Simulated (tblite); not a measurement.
Species: C₄H₇FO₃.
Bonds: C1–O2, O2–C3, C3–O4 (double), C3–C5, C5–O6, O6–C7, C7–F8. Hydrogens: H9, H10, H11 on C1; H12, H13 on C5; H14, H15 on C7.

Computed with GFN2-xTB (tblite), gas phase: Langevin dynamics at 600 K from the optimised GFN2-xTB geometry, time step 0.5 fs, friction 0.01 fs⁻¹, 2000 steps.

Start geometry:
```
atom  x, y, z in Å
C1     -2.790    0.030   -0.364
O2     -1.582   -0.674   -0.087
C3     -0.480    0.070    0.026
O4     -0.455    1.264   -0.095
C5      0.723   -0.820    0.312
O6      1.895   -0.093    0.621
C7      2.475    0.563   -0.434
F8      3.000   -0.341   -1.337
H9     -3.558   -0.728   -0.492
H10    -2.681    0.628   -1.271
H11    -3.038    0.693    0.467
H12     0.509   -1.435    1.189
H13     0.883   -1.484   -0.548
H14     1.781    1.194   -1.003
H15     3.314    1.142   -0.035
```

The statistics below take the 31 frames saved every 25 fs from 250 to 1000 fs; their kinetic temperature (all 3N coordinates) averages 681 K.

Task: How do the bond lengths spread?

Result: 
```json
{"bond": "C1–O2", "start (Å)": "1.425", "mean (Å)": "1.441", "standard deviation (Å)": "0.055", "shortest (Å)": "1.332", "longest (Å)": "1.544"}
{"bond": "O2–C3", "start (Å)": "1.334", "mean (Å)": "1.345", "standard deviation (Å)": "0.042", "shortest (Å)": "1.231", "longest (Å)": "1.432"}
{"bond": "C3=O4", "start (Å)": "1.201", "mean (Å)": "1.205", "standard deviation (Å)": "0.028", "shortest (Å)": "1.157", "longest (Å)": "1.267"}
{"bond": "C3–C5", "start (Å)": "1.524", "mean (Å)": "1.539", "standard deviation (Å)": "0.053", "shortest (Å)": "1.416", "longest (Å)": "1.627"}
{"bond": "C5–O6", "start (Å)": "1.413", "mean (Å)": "1.428", "standard deviation (Å)": "0.043", "shortest (Å)": "1.334", "longest (Å)": "1.515"}
{"bond": "O6–C7", "start (Å)": "1.371", "mean (Å)": "1.376", "standard deviation (Å)": "0.036", "shortest (Å)": "1.327", "longest (Å)": "1.452"}
{"bond": "C7–F8", "start (Å)": "1.381", "mean (Å)": "1.389", "standard deviation (Å)": "0.043", "shortest (Å)": "1.275", "longest (Å)": "1.506"}
{"bond": "C1–H9", "start (Å)": "1.087", "mean (Å)": "1.098", "standard deviation (Å)": "0.052", "shortest (Å)": "1.001", "longest (Å)": "1.198"}
{"bond": "C1–H10", "start (Å)": "1.092", "mean (Å)": "1.097", "standard deviation (Å)": "0.031", "shortest (Å)": "1.033", "longest (Å)": "1.187"}
{"bond": "C1–H11", "start (Å)": "1.091", "mean (Å)": "1.097", "standard deviation (Å)": "0.037", "shortest (Å)": "1.015", "longest (Å)": "1.155"}
{"bond": "C5–H12", "start (Å)": "1.092", "mean (Å)": "1.103", "standard deviation (Å)": "0.044", "shortest (Å)": "1.002", "longest (Å)": "1.186"}
{"bond": "C5–H13", "start (Å)": "1.098", "mean (Å)": "1.120", "standard deviation (Å)": "0.046", "shortest (Å)": "1.022", "longest (Å)": "1.237"}
{"bond": "C7–H14", "start (Å)": "1.098", "mean (Å)": "1.113", "standard deviation (Å)": "0.043", "shortest (Å)": "1.033", "longest (Å)": "1.204"}
{"bond": "C7–H15", "start (Å)": "1.094", "mean (Å)": "1.103", "standard deviation (Å)": "0.035", "shortest (Å)": "1.052", "longest (Å)": "1.212"}
```

Task: How far does each atom move about its mean position (frames aligned on the start, all atoms weighted alike), and what rms force does it feel?

Result: 
```json
{"atom": "C1", "rms displacement (Å)": "0.27", "rms force (eV/Å)": "2.68"}
{"atom": "O2", "rms displacement (Å)": "0.40", "rms force (eV/Å)": "2.49"}
{"atom": "C3", "rms displacement (Å)": "0.36", "rms force (eV/Å)": "2.90"}
{"atom": "O4", "rms displacement (Å)": "0.94", "rms force (eV/Å)": "2.43"}
{"atom": "C5", "rms displacement (Å)": "0.20", "rms force (eV/Å)": "2.49"}
{"atom": "O6", "rms displacement (Å)": "0.24", "rms force (eV/Å)": "2.10"}
{"atom": "C7", "rms displacement (Å)": "0.18", "rms force (eV/Å)": "2.59"}
{"atom": "F8", "rms displacement (Å)": "0.64", "rms force (eV/Å)": "1.44"}
{"atom": "H9", "rms displacement (Å)": "0.50", "rms force (eV/Å)": "1.71"}
{"atom": "H10", "rms displacement (Å)": "0.79", "rms force (eV/Å)": "1.14"}
{"atom": "H11", "rms displacement (Å)": "0.70", "rms force (eV/Å)": "1.27"}
{"atom": "H12", "rms displacement (Å)": "0.32", "rms force (eV/Å)": "1.44"}
{"atom": "H13", "rms displacement (Å)": "0.33", "rms force (eV/Å)": "1.56"}
{"atom": "H14", "rms displacement (Å)": "0.43", "rms force (eV/Å)": "1.50"}
{"atom": "H15", "rms displacement (Å)": "0.38", "rms force (eV/Å)": "1.23"}
```

The displacements run from 0.18 to 0.94 Å, the largest at O4.

Task: Follow the torsions C1–O2–C3–O4, O2–C3–C5–O6, C3–C5–O6–C7 and C5–O6–C7–F8 through every second one of these frames.

Result: 
```json
{"t (fs)": "250", "C1–O2–C3–O4 (°)": "-8", "O2–C3–C5–O6 (°)": "154", "C3–C5–O6–C7 (°)": "-59", "C5–O6–C7–F8 (°)": "-62"}
{"t (fs)": "300", "C1–O2–C3–O4 (°)": "-4", "O2–C3–C5–O6 (°)": "143", "C3–C5–O6–C7 (°)": "-33", "C5–O6–C7–F8 (°)": "-84"}
{"t (fs)": "350", "C1–O2–C3–O4 (°)": "14", "O2–C3–C5–O6 (°)": "162", "C3–C5–O6–C7 (°)": "-76", "C5–O6–C7–F8 (°)": "-49"}
{"t (fs)": "400", "C1–O2–C3–O4 (°)": "6", "O2–C3–C5–O6 (°)": "160", "C3–C5–O6–C7 (°)": "-90", "C5–O6–C7–F8 (°)": "-36"}
{"t (fs)": "450", "C1–O2–C3–O4 (°)": "-7", "O2–C3–C5–O6 (°)": "164", "C3–C5–O6–C7 (°)": "-52", "C5–O6–C7–F8 (°)": "-77"}
{"t (fs)": "500", "C1–O2–C3–O4 (°)": "8", "O2–C3–C5–O6 (°)": "-163", "C3–C5–O6–C7 (°)": "-81", "C5–O6–C7–F8 (°)": "-45"}
{"t (fs)": "550", "C1–O2–C3–O4 (°)": "26", "O2–C3–C5–O6 (°)": "-147", "C3–C5–O6–C7 (°)": "-63", "C5–O6–C7–F8 (°)": "-74"}
{"t (fs)": "600", "C1–O2–C3–O4 (°)": "39", "O2–C3–C5–O6 (°)": "-140", "C3–C5–O6–C7 (°)": "-68", "C5–O6–C7–F8 (°)": "-76"}
{"t (fs)": "650", "C1–O2–C3–O4 (°)": "3", "O2–C3–C5–O6 (°)": "-130", "C3–C5–O6–C7 (°)": "-85", "C5–O6–C7–F8 (°)": "-78"}
{"t (fs)": "700", "C1–O2–C3–O4 (°)": "13", "O2–C3–C5–O6 (°)": "-123", "C3–C5–O6–C7 (°)": "-119", "C5–O6–C7–F8 (°)": "-44"}
{"t (fs)": "750", "C1–O2–C3–O4 (°)": "-2", "O2–C3–C5–O6 (°)": "-118", "C3–C5–O6–C7 (°)": "-96", "C5–O6–C7–F8 (°)": "-81"}
{"t (fs)": "800", "C1–O2–C3–O4 (°)": "-4", "O2–C3–C5–O6 (°)": "-122", "C3–C5–O6–C7 (°)": "-84", "C5–O6–C7–F8 (°)": "-64"}
{"t (fs)": "850", "C1–O2–C3–O4 (°)": "8", "O2–C3–C5–O6 (°)": "-122", "C3–C5–O6–C7 (°)": "-76", "C5–O6–C7–F8 (°)": "-83"}
{"t (fs)": "900", "C1–O2–C3–O4 (°)": "4", "O2–C3–C5–O6 (°)": "-114", "C3–C5–O6–C7 (°)": "-80", "C5–O6–C7–F8 (°)": "-86"}
{"t (fs)": "950", "C1–O2–C3–O4 (°)": "12", "O2–C3–C5–O6 (°)": "-109", "C3–C5–O6–C7 (°)": "-81", "C5–O6–C7–F8 (°)": "-78"}
{"t (fs)": "1000", "C1–O2–C3–O4 (°)": "-22", "O2–C3–C5–O6 (°)": "-101", "C3–C5–O6–C7 (°)": "-88", "C5–O6–C7–F8 (°)": "-68"}
```

Largest departure from the start value over all these frames: C1–O2–C3–O4 40° (start 0°), O2–C3–C5–O6 77° (start -172°), C3–C5–O6–C7 47° (start -72°), C5–O6–C7–F8 32° (start -68°).

Task: How widely does the potential energy scatter, against a harmonic estimate?

Result: Mean 1.08 eV above the start, standard deviation 0.250 eV, range 0.65 to 1.56 eV. For 39 classical harmonic modes at 600 K the canonical values are 39kT/2 = 1.01 eV and kT·√(39/2) = 0.228 eV.

The run is classical and short, so these are rough statistics of one trajectory.

The cost below is that of the whole dynamics run. The run took 8.4 s on one thread, Arm Neoverse V2 (aarch64), shared host with 96 logical CPUs at a one-minute load of 42, and the process peaked at 0.19 GiB of memory.
